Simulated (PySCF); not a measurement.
# Relaxation of singlet ReN₂⁺

These are results of PySCF, BP86, basis Re def2-TZVP with ECP60, N def2-TZVP (scalar-relativistic core potentials, no spin–orbit coupling, density fitting), not measurements. A (50,194) grid was used.

A hand-made end-on start, of Cs symmetry, held to at least that symmetry:

Coordinates in bohr (charge 1 multiplicity 1):
```
Re   -0.1285    0.0000   -0.5861
N    -0.1285    0.0000    3.3457
N     1.8444    0.0000    4.4795
```

Optimiser trace:
```tsv
step	E − E(last) (kJ/mol)	largest gradient (Eh/bohr)
0	126.67	0.11195
1	85.46	0.09711
2	48.47	0.02579
3	39.31	0.04526
4	31.29	0.05791
5	21.72	0.06585
6	8.98	0.04637
7	1.88	0.02049
8	0.44	0.01514
9	0.04	0.00172
10	0.00	0.00051
11	0.00	0.00008
```

It ends at C∞v with N–N 1.129 Å, Re–N 1.893 Å; N–N–Re 179.7°. No frequency check is given, so it may be a saddle point. Other isomers or separated fragments may lie lower.

Final geometry:
Z-matrix (Å, degrees; charge 1 multiplicity 1):
```
Re
N  1 1.8930
N  2 1.1288 1 179.70
```

Stability towards spin polarisation was not tested. No spin–orbit coupling is included, which matters more the heavier the element.
